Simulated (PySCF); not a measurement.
Br2Si, charge +1, doublet, geometry from GFN2-xTB (a state made from the parent by changing its charge; the spin is typed, not shown lowest); CASCI(5,7)+NEVPT2/6-31G run with PySCF.

PySCF was given this input:
```python
from pyscf import gto, scf, mcscf, mrpt
import numpy

mol = gto.Mole()
mol.atom = '''
    Si    0.01090699    0.01067780    0.77975715
    Br    1.07755541   -1.63416698   -0.14870581
    Br   -1.08191821    1.62989586   -0.16319705
'''
mol.basis = '6-31g'
mol.charge = 1
mol.spin = 1
mol.verbose = 4
mol.build()

mf = scf.ROHF(mol)
mf.kernel()
mc = mcscf.CASCI(mf, 7, 5)
mc.fix_spin_(ss=0.75)
mc.kernel()
occ = numpy.linalg.eigvalsh(mc.fcisolver.make_rdm1(mc.ci, mc.ncas, mc.nelecas))[::-1]
ss = mc.fcisolver.spin_square(mc.ci, mc.ncas, mc.nelecas)[0]
print('natural occupations', occ.round(4), ' <S^2>', round(ss, 4))
e2 = mrpt.NEVPT(mc).kernel()
print('E(NEVPT2) = %.10f' % (mc.e_tot + e2))
```

**Question.** Write the output that PySCF gives for this input, abridged.

**Answer.** 
```
PySCF version 2.14.0

[INPUT] verbose = 4
[INPUT] num. atoms = 3
[INPUT] num. electrons = 83
[INPUT] charge = 1
[INPUT] spin (= nelec alpha-beta = 2S) = 1
[INPUT] symmetry False subgroup None
[INPUT] Mole.unit = angstrom
[INPUT] Symbol           X                Y                Z      unit          X                Y                Z       unit  Magmom
[INPUT]  1 Si     0.010906990000   0.010677800000   0.779757150000 AA    0.020611223943   0.020178117613   1.473527457171 Bohr   0.0
[INPUT]  2 Br     1.077555410000  -1.634166980000  -0.148705810000 AA    2.036284608943  -3.088128034008  -0.281013254032 Bohr   0.0
[INPUT]  3 Br    -1.081918210000   1.629895860000  -0.163197050000 AA   -2.044529106080   3.080056786962  -0.308397728837 Bohr   0.0

nuclear repulsion = 404.705605996396
number of shells = 29
number of NR pGTOs = 226
number of NR cGTOs = 67
basis = 6-31g
ecp = {}

******** <class 'pyscf.scf.rohf.ROHF'> ********
method = ROHF
initial guess = minao
damping factor = 0
level_shift factor = 0
DIIS = <class 'pyscf.scf.diis.CDIIS'>
diis_start_cycle = 1
diis_space = 8
diis_damp = 0
SCF conv_tol = 1e-09
SCF conv_tol_grad = None
SCF max_cycles = 50
direct_scf = True
direct_scf_tol = 1e-13
num. doubly occ = 41  num. singly occ = 1
Set gradient conv threshold to 3.16228e-05
init E= -5431.12890663816
  HOMO = -0.204621114160468  LUMO = -0.0356024216750148  gap/eV = 4.59923
cycle= 1 E= -5432.57072831933  delta_E= -1.44  |g|= 0.452  |ddm|= 1.69
  HOMO = -0.530420057034251  LUMO = -0.32895302931907  gap/eV = 5.48220
cycle= 2 E= -5432.63963209555  delta_E= -0.0689  |g|= 0.289  |ddm|=  1.2
  HOMO = -0.455928449560099  LUMO = -0.24805225195363  gap/eV = 5.65660
cycle= 3 E= -5432.676306973  delta_E= -0.0367  |g|= 0.0492  |ddm|= 0.411
  HOMO = -0.442797001025534  LUMO = -0.236190498029627  gap/eV = 5.62205
cycle= 4 E= -5432.67840935874  delta_E= -0.0021  |g|= 0.0193  |ddm|= 0.111
  HOMO = -0.444172075373229  LUMO = -0.236940552514674  gap/eV = 5.63906
cycle= 5 E= -5432.6792468913  delta_E= -0.000838  |g|= 0.00895  |ddm|= 0.0794
  HOMO = -0.444607421355581  LUMO = -0.236558813053019  gap/eV = 5.66129
cycle= 6 E= -5432.67957216184  delta_E= -0.000325  |g|= 0.00221  |ddm|= 0.0768
  HOMO = -0.445502709656526  LUMO = -0.236716242331225  gap/eV = 5.68137
cycle= 7 E= -5432.67957920829  delta_E= -7.05e-06  |g|= 0.000504  |ddm|= 0.00981
  HOMO = -0.445278080176133  LUMO = -0.236593791313201  gap/eV = 5.67859
cycle= 8 E= -5432.67957966529  delta_E= -4.57e-07  |g|= 0.000168  |ddm|= 0.0023
  HOMO = -0.445361372890181  LUMO = -0.236613856027414  gap/eV = 5.68031
cycle= 9 E= -5432.67957970382  delta_E= -3.85e-08  |g|= 2.6e-05  |ddm|= 0.000667
  HOMO = -0.445356892621568  LUMO = -0.236613897293754  gap/eV = 5.68019
cycle= 10 E= -5432.67957970493  delta_E= -1.11e-09  |g|= 7.09e-06  |ddm|= 0.000139
  HOMO = -0.445361837543729  LUMO = -0.236616329835162  gap/eV = 5.68025
cycle= 11 E= -5432.679579705  delta_E= -6.55e-11  |g|= 1.02e-06  |ddm|= 2.69e-05
  HOMO = -0.445361785885274  LUMO = -0.236616274082333  gap/eV = 5.68025
Extra cycle  E= -5432.67957970498  delta_E= 2.18e-11  |g|= 5.21e-07  |ddm|= 3.52e-06
converged SCF energy = -5432.67957970498

******** <class 'pyscf.mcscf.casci.CASCI'> ********
CAS (3e+2e, 7o), ncore = 39, nvir = 21
natorb = False
canonicalization = True
sorting_mo_energy = False
******** <class 'pyscf.fci.addons.SpinPenaltyFCISolver'> ********
max. cycles = 200
conv_tol = 1e-08
davidson only = True
linear dependence = 1e-12
level shift = 0.001
max iter space = 12
nroots = 1
pspace_size = 400
spin = None
Density matrix diagonal elements [1.99363285e+00 1.99201820e+00 9.97476563e-01 7.72033346e-03
 6.02522718e-03 3.03241923e-03 9.44066887e-05]
CASCI converged
CASCI E = -5432.68552575826  E(CI) = -5.79481147194838  S^2 = 0.7500000
natural occupations [1.9937e+00 1.9920e+00 9.9750e-01 7.7000e-03 6.0000e-03 3.0000e-03
 1.0000e-04]  <S^2> 0.75

******** <class 'pyscf.mrpt.nevpt2.NEVPT'> ********
NEVPT2 (3e+2e, 7o), ncore = 39, nvir = 21
root = 0
Natural occ [1.99366036e+00 1.99201820e+00 9.97549806e-01 7.72033346e-03
 5.98558346e-03 3.00490774e-03 6.08076541e-05]
Natural orbital (expansion on meta-Lowdin AOs) in CAS space
               #1        #2        #3        #4        #5
0 Si 1s         -0.00000   0.00000   0.00005  -0.00000   0.00015
0 Si 2s          0.00000   0.00000   0.00753   0.00000   0.00252
0 Si 3s          0.00000   0.00000   0.55228   0.00000   0.38846
0 Si 4s         -0.00000   0.00000   0.03177  -0.00000   0.18149
0 Si 2px        -0.00008  -0.00000   0.00000  -0.00093   0.00001
0 Si 2py         0.00012  -0.00000   0.00000  -0.00061   0.00001
0 Si 2pz        -0.00000   0.00000   0.00017   0.00002   0.00093
0 Si 3px         0.00332   0.00000   0.00905   0.75653  -0.00897
0 Si 3py        -0.00501   0.00000   0.00886   0.50044  -0.00878
0 Si 3pz         0.00002  -0.00000   0.64708  -0.01744  -0.64099
0 Si 4px         0.02186   0.00000  -0.00113   0.06548  -0.00198
0 Si 4py        -0.03305   0.00000  -0.00111   0.04331  -0.00193
0 Si 4pz         0.00015  -0.00000  -0.08075  -0.00151  -0.14120
1 Br 1s         -0.00010   0.00000   0.00005  -0.00000   0.00024
1 Br 2s          0.00009   0.00000   0.00061  -0.00000   0.00132
1 Br 3s         -0.01058   0.00000  -0.00199   0.00000   0.00489
1 Br 4s         -0.02028   0.00000   0.01272  -0.00000   0.11161
1 Br 5s         -0.01212   0.00000  -0.00065  -0.00000  -0.02859
1 Br 2px         0.00026   0.00057   0.00017  -0.00034   0.00030
1 Br 2py        -0.00038   0.00038  -0.00027  -0.00023  -0.00046
1 Br 2pz         0.00054  -0.00001  -0.00042   0.00001   0.00003
1 Br 3px        -0.00287  -0.00651  -0.00154   0.00238  -0.00246
1 Br 3py         0.00413  -0.00431   0.00244   0.00157   0.00373
1 Br 3pz        -0.00596   0.00015   0.00337  -0.00005   0.00043
1 Br 4px         0.25179   0.58960   0.10357  -0.24067   0.22791
1 Br 4py        -0.36143   0.39002  -0.16727  -0.15920  -0.34567
1 Br 4pz         0.55171  -0.01359  -0.30703   0.00555  -0.03235
1 Br 5px        -0.00243   0.00009  -0.01200  -0.03747   0.04337
1 Br 5py         0.00351   0.00006   0.01726  -0.02478  -0.06625
1 Br 5pz        -0.00461  -0.00000  -0.02542   0.00086  -0.01959
1 Br 3dxy       -0.00074  -0.00044  -0.00035  -0.00127   0.00359
1 Br 3dyz       -0.00042  -0.00025  -0.00131  -0.00080  -0.00056
1 Br 3dz^2      -0.00093   0.00002  -0.00118   0.00005   0.00308
1 Br 3dxz        0.00026  -0.00042   0.00083  -0.00132   0.00041
1 Br 3dx2-y2    -0.00031   0.00102  -0.00012   0.00292   0.00154
1 Br 4dxy        0.00218   0.00109   0.00182   0.00217  -0.00720
1 Br 4dyz        0.00091   0.00061  -0.00009   0.00139  -0.00022
1 Br 4dz^2       0.00252  -0.00004   0.00153  -0.00009  -0.00736
1 Br 4dxz       -0.00056   0.00102   0.00007   0.00228   0.00003
1 Br 4dx2-y2     0.00090  -0.00250   0.00078  -0.00497  -0.00306
2 Br 1s          0.00010  -0.00000   0.00005   0.00000   0.00024
2 Br 2s         -0.00009   0.00000   0.00061   0.00000   0.00132
2 Br 3s          0.01058  -0.00000  -0.00199   0.00000   0.00489
2 Br 4s          0.02028  -0.00000   0.01272   0.00000   0.11161
2 Br 5s          0.01212   0.00000  -0.00065  -0.00000  -0.02859
2 Br 2px         0.00025  -0.00057  -0.00018  -0.00034  -0.00030
2 Br 2py        -0.00040  -0.00038   0.00026  -0.00023   0.00046
2 Br 2pz        -0.00054   0.00001  -0.00043   0.00001   0.00002
2 Br 3px        -0.00270   0.00651   0.00163   0.00238   0.00247
2 Br 3py         0.00429   0.00431  -0.00235   0.00157  -0.00372
2 Br 3pz         0.00592  -0.00015   0.00339  -0.00005   0.00046
2 Br 4px         0.23641  -0.58960  -0.11218  -0.24067  -0.22886
2 Br 4py        -0.37649  -0.39002   0.15884  -0.15920   0.34474
2 Br 4pz        -0.54843   0.01359  -0.30848   0.00555  -0.03541
2 Br 5px        -0.00230  -0.00009   0.01129  -0.03747  -0.04393
2 Br 5py         0.00363  -0.00006  -0.01795  -0.02478   0.06571
2 Br 5pz         0.00458   0.00000  -0.02527   0.00086  -0.02017
2 Br 3dxy        0.00074  -0.00043  -0.00034   0.00121   0.00360
2 Br 3dyz       -0.00039   0.00029   0.00126  -0.00092   0.00065
2 Br 3dz^2       0.00094  -0.00002  -0.00120   0.00005   0.00307
2 Br 3dxz        0.00028   0.00040  -0.00087  -0.00128  -0.00040
2 Br 3dx2-y2     0.00032   0.00103  -0.00018  -0.00293   0.00151
2 Br 4dxy       -0.00217   0.00104   0.00182  -0.00206  -0.00720
2 Br 4dyz        0.00083  -0.00071   0.00013   0.00158  -0.00001
2 Br 4dz^2      -0.00254   0.00004   0.00153  -0.00009  -0.00736
2 Br 4dxz       -0.00060  -0.00098  -0.00007   0.00220  -0.00011
2 Br 4dx2-y2    -0.00094  -0.00251   0.00077   0.00499  -0.00306
               #6        #7
0 Si 1s          0.00000  -0.00039
0 Si 2s          0.00000   0.00409
0 Si 3s          0.00000  -0.01199
0 Si 4s          0.00000   0.91278
0 Si 2px         0.00060  -0.00001
0 Si 2py        -0.00090  -0.00001
0 Si 2pz         0.00000  -0.00058
0 Si 3px        -0.40907   0.00087
0 Si 3py         0.61831   0.00085
0 Si 3pz        -0.00275   0.06215
0 Si 4px        -0.20313  -0.00095
0 Si 4py         0.30703  -0.00093
0 Si 4pz        -0.00136  -0.06783
1 Br 1s         -0.00027   0.00010
1 Br 2s         -0.00151   0.00123
1 Br 3s         -0.00502  -0.00797
1 Br 4s         -0.15083  -0.02028
1 Br 5s          0.07402   0.22818
1 Br 2px        -0.00011   0.00000
1 Br 2py         0.00017  -0.00000
1 Br 2pz         0.00032   0.00008
1 Br 3px         0.00113   0.00039
1 Br 3py        -0.00179  -0.00062
1 Br 3pz        -0.00215  -0.00059
1 Br 4px        -0.13593  -0.06226
1 Br 4py         0.21295   0.09570
1 Br 4pz         0.21413   0.04559
1 Br 5px        -0.07275  -0.05757
1 Br 5py         0.11139   0.08621
1 Br 5pz         0.04033  -0.02368
1 Br 3dxy       -0.00183  -0.00215
1 Br 3dyz        0.00362   0.00222
1 Br 3dz^2       0.00084  -0.00049
1 Br 3dxz       -0.00231  -0.00144
1 Br 3dx2-y2    -0.00087  -0.00097
1 Br 4dxy        0.00142   0.00553
1 Br 4dyz       -0.00813  -0.00801
1 Br 4dz^2      -0.00458  -0.00045
1 Br 4dxz        0.00515   0.00514
1 Br 4dx2-y2     0.00080   0.00255
2 Br 1s          0.00027   0.00010
2 Br 2s          0.00151   0.00123
2 Br 3s          0.00502  -0.00797
2 Br 4s          0.15083  -0.02028
2 Br 5s         -0.07402   0.22818
2 Br 2px        -0.00012  -0.00000
2 Br 2py         0.00016   0.00000
2 Br 2pz        -0.00033   0.00008
2 Br 3px         0.00119  -0.00041
2 Br 3py        -0.00173   0.00060
2 Br 3pz         0.00217  -0.00059
2 Br 4px        -0.14195   0.06354
2 Br 4py         0.20706  -0.09444
2 Br 4pz        -0.21600   0.04644
2 Br 5px        -0.07390   0.05692
2 Br 5py         0.11027  -0.08685
2 Br 5pz        -0.04131  -0.02291
2 Br 3dxy        0.00187  -0.00217
2 Br 3dyz        0.00354  -0.00221
2 Br 3dz^2      -0.00090  -0.00046
2 Br 3dxz       -0.00243   0.00150
2 Br 3dx2-y2     0.00070  -0.00087
2 Br 4dxy       -0.00150   0.00561
2 Br 4dyz       -0.00788   0.00790
2 Br 4dz^2       0.00470  -0.00058
2 Br 4dxz        0.00544  -0.00539
2 Br 4dx2-y2    -0.00044   0.00219
<CAS-nat-orb|mo-hf>  40     40       0.99999309
<CAS-nat-orb|mo-hf>  41     41       1.00000000
<CAS-nat-orb|mo-hf>  42     42       0.99996307
<CAS-nat-orb|mo-hf>  43     43       1.00000000
<CAS-nat-orb|mo-hf>  44     44       0.99713063
<CAS-nat-orb|mo-hf>  45     45       0.99999309
<CAS-nat-orb|mo-hf>  46     46       0.99716756
Sr    (-1)',   E = -0.00291568673724
Si    (+1)',   E = -0.01112034409510
Sijrs (0)  ,   E = -0.31876113408970
Sijr  (+1) ,   E = -0.03277346172710
Srsi  (-1) ,   E = -0.02004980655623
Srs   (-2) ,   E = -0.00413190055712
Sij   (+2) ,   E = -0.01841705666518
Sir   (0)' ,   E = -0.01857306013888
Nevpt2 Energy = -0.426742450566562
E(NEVPT2) = -5433.1122682088
```
